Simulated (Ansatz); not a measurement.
# Ligand exchange: GeH3F + Sn(CH3)(SH) → GeH3(SH) + Sn(CH3)F

Species: GeH3F (fluorogermane) `[F][GeH3]`, singlet; Sn(CH3)(SH), singlet; GeH3(SH), singlet; Sn(CH3)F, singlet. The partners trade F for SH: Ge–F and Sn–SH bonds give way to Ge–SH and Sn–F.

Shapes, held fixed at every level: PBE0-D4/def2-TZVP. Flexible molecules stand in one conformer, not always the lowest. Programs: Ansatz 0.2.0. The zero-point and thermal change to 298 K, harmonic and unscaled (PBE0-D4/def2-TZVP), is -1.7 kJ/mol.

```json
{"level": "HF/def2-TZVPP", "kind": "Hartree–Fock", "ΔH(298 K) (kJ/mol)": "+18.6", "less CCSD(T)/def2-TZVPP": "+2.4", "CPU time (sum over the molecules)": "–"}
{"level": "BHLYP-D4/def2-TZVPP", "kind": "global hybrid", "ΔH(298 K) (kJ/mol)": "+16.7", "less CCSD(T)/def2-TZVPP": "+0.5", "CPU time (sum over the molecules)": "14 s"}
{"level": "r2SCAN0-D4/def2-TZVPP", "kind": "global hybrid", "ΔH(298 K) (kJ/mol)": "+14.2", "less CCSD(T)/def2-TZVPP": "-2.0", "CPU time (sum over the molecules)": "23 s"}
{"level": "wB97X-V/def2-TZVPP", "kind": "range-separated hybrid", "ΔH(298 K) (kJ/mol)": "+7.5", "less CCSD(T)/def2-TZVPP": "-8.7", "CPU time (sum over the molecules)": "36 s"}
{"level": "MP2/def2-SVP", "kind": "perturbation theory", "ΔH(298 K) (kJ/mol)": "+22.1", "less CCSD(T)/def2-TZVPP": "+5.9", "CPU time (sum over the molecules)": "–"}
{"level": "CCSD(T)/def2-SVP", "kind": "coupled cluster or CI", "ΔH(298 K) (kJ/mol)": "+22.6", "less CCSD(T)/def2-TZVPP": "+6.4", "CPU time (sum over the molecules)": "12 s"}
{"level": "CCSD(T)/def2-TZVPP", "kind": "coupled cluster or CI", "ΔH(298 K) (kJ/mol)": "+16.2", "less CCSD(T)/def2-TZVPP": "0.0", "CPU time (sum over the molecules)": "2.3 min"}
```

The highest level, CCSD(T)/def2-TZVPP, gives ΔH(298 K) = +16.2 kJ/mol; the levels span +7.5 to +22.6. The column of differences is taken from that level and isn't an error. No measured value is set beside it here. For atoms past krypton def2 sets carry core potentials with scalar relativity. Relativity is left out for Ge unless named. Correlated rows may include outer-core shells of Ge, Sn, which these sets cover unevenly. Times are processor times on shared x86 and Arm servers, and rough.
